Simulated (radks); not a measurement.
Q: Species: the arsenic ion As+. Configuration: [Ar] 3d10 4s2 4p2. Method: Dirac Kohn-Sham, exchange-only PBE, spin-unpolarised, spherical densities, finite nucleus; open shells fill j = l - 1/2 first; Fermi nuclear charge, rms radius 4.0968 fm; computed with a radial shooting solver on a logarithmic mesh with Libxc functionals.

Spin-orbit splittings of the eigenvalues, e(l+1/2) - e(l-1/2), with zeta = 2 splitting/(2l+1) and mean radii in bohr:

| shell | occ. | splitting (eV) | zeta (eV) | <r> j=l-1/2 | <r> j=l+1/2 |
|---|---|---|---|---|---|
| 2p | 6 | ? | ? | 0.1746 | 0.1783 |
| 3p | 6 | 5.027 | 3.352 | 0.6101 | 0.6208 |
| 3d | 10 | 0.7290 | 0.2916 | 0.6756 | 0.6803 |
| 4p | 2 | 0.3255 | 0.2170 | 2.330 | 2.372 |

Estimate the 2p splitting.

A: 36.58 eV (zeta = 24.38 eV).
